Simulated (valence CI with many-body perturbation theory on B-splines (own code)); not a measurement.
**Valence orbitals of W²⁴⁺**

Level of theory: valence CI with perturbative core correlation (CI+MBPT): four valence electrons over a frozen Dirac-Fock core [Kr] 4d10, a basis of 7 s, 7 p, 7 d, 7 f, 4 g, 2 h functions for each j, with the one-electron correlation potential Σ1 (screened to all orders), the two-electron term Σ2, the three-electron term Σ3, Breit, model QED; selected single and double excitations, second order for the rest (own B-spline code, finite nucleus).

No measured spectrum was set against this ion. As an estimate, terms of the open shell hold to a few per cent of their energy, and close levels can change places.

These are the spectroscopic orbitals of the CI (the correlating ones are not listed), shaped by the core and the other valence electrons. h is the expectation value of the core's Dirac-Fock operator, without the valence repulsion; Σ1 is computed up to l = 3 at one energy for each symmetry, that of its lowest orbital but kept below the first core excitation, so for empty shells it is not the orbital's own correlation shift; Breit and QED include the response of the core.

```
Orbital  h (hartree)  Σ1 (cm⁻¹)  Breit (cm⁻¹)  QED (cm⁻¹)  ⟨r⟩ (bohr)
  5s1/2       -27.11     -21005          3113        2591      0.8251
  6s1/2      -16.783      -6545          1439        1197       1.340
  7s1/2      -11.468      -3160           806         679       1.963
  5p1/2       -25.47     -18717          4648        47.6      0.8537
  6p1/2      -15.971      -6431          2329        24.7       1.376
  7p1/2      -10.995      -3156          1315        14.4       2.019
  5p3/2      -24.444     -16000          2602         261      0.8927
  6p3/2      -15.467      -5846          1333         134       1.423
  7p3/2      -10.708      -2934           835        77.3       2.075
  5d3/2      -21.825     -13623          1630        -151      0.9392
  6d3/2      -14.119      -5529           888       -79.5       1.499
  7d3/2      -9.9198      -2908           528       -46.7       2.183
  5d5/2      -21.615     -13037           967       -60.3      0.9497
  6d5/2      -14.012      -5339           525       -31.5       1.512
  7d5/2      -9.8573      -2819           318       -18.4       2.197
  4f5/2      -32.188     -30090           239        -474      0.4584
  5f5/2      -18.545     -11607           243        -124       1.001
  4f7/2      -32.049     -29449         -1052        -365      0.4618
  5f7/2      -18.496     -11477          -140       -90.7       1.004
  5g7/2       -16.06                     -102       -24.9       1.025
  5g9/2      -16.054                     -187       -17.4       1.026
```

Among the shells of the start configuration 4f4, Σ1 is largest in size for 4f5/2, where it is 0.43 % of h.

Lowest root of each symmetry, sizes in configuration state functions:

```csv
J,Parity,Roots,Reference,Variational,Second order,Change by selected CI (cm⁻¹),Change by second order (cm⁻¹)
0,even,7,41,8640,65604,-7911,-4
1,even,10,90,21772,156054,-6168,-3
2,even,22,147,30345,263971,-6854,-5
3,even,17,153,28946,312545,-6362,-8
4,even,23,168,28805,284196,-5116,-7
5,even,18,142,27641,369742,-4897,-7
6,even,16,119,27212,225378,-4870,-4
7,even,10,78,24468,137005,-4974,-2
8,even,9,53,18165,98453,-5137,-1
9,even,3,26,11573,89914,-5510,-3
10,even,3,14,8063,63546,-5586,-2
0,odd,2,22,6470,67764,-9316,-8
1,odd,8,61,21145,186952,-8274,-7
2,odd,13,87,30820,264687,-8531,-8
3,odd,14,99,31997,365966,-8183,-14
4,odd,14,98,32000,362628,-7483,-14
5,odd,12,86,31993,365981,-7920,-11
6,odd,8,66,27617,282484,-7670,-8
7,odd,6,44,21655,204291,-7618,-7
8,odd,4,25,15306,158334,-7650,-7
9,odd,1,12,7697,79800,-8071,-11
```
